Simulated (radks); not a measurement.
The numbers below are computed, except where a source is named.
Br+, 34 electrons, occupied as [Ar] 3d10 4s1 4p5 (not the ground configuration).

Level of theory: scalar-relativistic Kohn-Sham, PBE, spin-unpolarised, spherical densities, point nucleus (a radial shooting solver on a logarithmic mesh with Libxc functionals).

Energy parts (eV):
| part | energy |
|---|---|
| total | -70898.546 |
| kinetic | 72433.027 |
| electron-nucleus | -170548.285 |
| Hartree | 29711.984 |
| exchange-correlation | -2495.272 |

Orbitals (lengths in bohr, moments of r in powers of bohr; <r^-3> diverges for s and p1/2):
| orbital | occ. | eigenvalue (eV) | <1/r> | <r^-3> |
|---|---|---|---|---|
| 1s | 2 | -13331.12 | 35.66 | - |
| 2s | 2 | -1745.967 | 7.897 | - |
| 2p | 6 | -1541.427 | 7.729 | 1356 |
| 3s | 2 | -250.8936 | 2.594 | - |
| 3p | 6 | -186.2995 | 2.441 | 196.9 |
| 3d | 10 | -79.4800 | 2.155 | 23.32 |
| 4s | 1 | -31.2130 | 0.8181 | - |
| 4p | 5 | -18.1293 | 0.6770 | 16.97 |

The highest occupied level is 4p at -18.129 eV. Summed over all electrons, <r^2> = 32.28 bohr^2, which gives a Langevin (diamagnetic) susceptibility term of -25.6 x 10^-6 cm^3/mol. The density falls to 0.001 e/bohr^3 at r = 3.86 bohr.
